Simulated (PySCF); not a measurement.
H$_{6}$MgSi$_{2}$, singlet, at the geometry of the source list.

Here is a job for PySCF.
```python
from pyscf import gto, scf, dft

mol = gto.M(
    atom='''
Mg    0.02780000   -0.00670000   -0.01980000
Si   -0.28830000    2.08210000   -1.49890000
H    -1.34960000    3.02880000   -1.06220000
H    -0.64560000    1.83110000   -2.92000000
H     0.89980000    2.96790000   -1.61740000
Si    0.29310000   -2.07940000    1.49010000
H     0.35610000   -3.39650000    0.80020000
H    -0.79990000   -2.29370000    2.47830000
H     1.50670000   -2.13370000    2.34960000
''',
    basis='sto-3g',
    verbose=4,
    max_memory=1800,
)

mf = dft.RKS(mol)
mf.xc = 'pbe'
mf = mf.density_fit(auxbasis='def2-universal-jkfit')
mf.kernel()
```

Task: Estimate the nuclear repulsion energy that DF-PBE/STO-3G (PySCF) returns for this input.

Result: 139.3829 Eh

Task: Predict the HOMO-LUMO gap from DF-PBE/STO-3G.

Result: 5.92 eV

Task: Estimate the dipole moment that DF-PBE/STO-3G returns for this input.

Result: 0.14 D
